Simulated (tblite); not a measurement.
Species: C₆H₁₀FNSi₂.
Numbering: `[CH2:1]=[CH:2]/[C:3](=[CH:4]/[C@H:5]([SiH3:6])[C:7]#[N:8])[SiH2:9][F:10]` (hydrogens: H11, H12 on C1; H13 on C2; H14 on C4; H15 on C5; H16, H17, H18 on Si6; H19, H20 on Si9)

Structure used (GFN2-xTB), in Å, numbered top down from 1:
```xyz
20
C6H10FNSi2 angstrom
C     -3.1194   -1.1589   -0.3430
C     -1.8756   -1.2749    0.1067
C     -0.8642   -0.2273    0.0972
C      0.3166   -0.5047    0.6782
C      1.4966    0.3878    0.7954
Si     2.6613    0.1002   -0.7296
C      2.2428    0.0922    1.9778
N      2.8488   -0.1703    2.9133
Si    -1.3162    1.4021   -0.7388
F     -0.0314    2.3832   -0.8352
H     -3.4941   -0.2469   -0.7752
H     -3.8129   -1.9806   -0.2901
H     -1.5616   -2.2186    0.5387
H      0.4688   -1.4930    1.1037
H      1.2195    1.4418    0.8127
H      3.0334   -1.3149   -0.7398
H      3.8347    0.9523   -0.5547
H      1.8767    0.4432   -1.9110
H     -2.2707    2.1880    0.0331
H     -1.6582    1.2100   -2.1425
```

Calculated harmonic vibrations of the isolated species, GFN2-xTB (tblite), most abundant isotopes, no scaling. This tight-binding method is rough: wavenumbers can miss measured ones by several per cent, in bad cases by 10 to 20. Modes of hydrogen on silicon can be 10 to 20 % off. One conformer, not necessarily the lowest.

Harmonic wavenumbers (cm⁻¹): 27.3, 52.3, 76.8, 104.0, 118.3, 119.5, 128.0, 171.3, 207.4, 241.0, 269.1, 328.8, 413.6, 449.0, 480.1, 512.5, 516.1, 541.6, 549.4, 625.6, 659.0, 672.6, 708.7, 744.4, 751.8, 755.1, 773.4, 778.9, 796.5, 862.1, 880.7, 983.9, 1008.0, 1033.3, 1053.9, 1123.2, 1181.4, 1241.1, 1293.3, 1353.6, 1411.7, 1611.1, 1670.4, 2284.6, 2300.8, 2304.0, 2315.2, 2319.8, 2391.1, 2988.9, 3005.8, 3030.7, 3107.3, 3131.5.

A = 1293, B = 607.2, C = 504.5 MHz; mass 171.034 u (most abundant isotopes); point group C1, symmetry number 1.

Q: Zero-point energy?

A: ½Σν̃ = 29230 cm⁻¹ = 349.67 kJ/mol.

Q: Entropy at 273.15 K, 1 bar (ideal gas, RRHO, classical rotation)?

A: Translation 171.16, rotation 128.92, vibration 172.88: S = 473.0 J/(mol K).

Q: And Cp and H(273.15 K) − H(0)?

A: Cp = 199.74 J/(mol K), of which vibrations give 166.48 (their classical limit is 54 R = 449.0); H(273.15 K) − H(0) = 33.13 kJ/mol without the zero-point energy, 24.04 from vibrations.

Q: How do the functions run with temperature in this model?

A: 
```csv
T (K),S (J/(mol K)),Cp (J/(mol K)),H − H(0) (kJ/mol),G − H(0) (kJ/mol),ln q(vib)
150,375.6,130.9,12.71,-43.64,5.30
250,455.8,187.5,28.65,-85.31,9.30
298.15,491.0,212.4,38.28,-108.11,11.17
400,559.9,256.8,62.27,-161.69,15.00
600,676.5,317.7,120.19,-285.71,22.03
900,816.9,373.7,224.65,-510.57,31.37
```

q(vib) and H(0) count from the zero-point level.

Q: Blend soft modes into free rotors: weight 1/[1 + (100 cm⁻¹/ν̃)⁴] for the oscillator and the rest for a rotor with moment μB/(μ + B), μ = h/(8π²ν), B = 10⁻⁴⁴ kg m². What vibrational entropy results?

A: 156.51 J/(mol K) in place of 172.88, which changes −T·S at 273.15 K by +4.47 kJ/mol.

Hindered rotation and anharmonicity are outside this model. Other conformers, if any are populated, would add a mixing term that is left out. The structure is chiral; the term R ln 2 for an equal mix with its mirror image is left out.
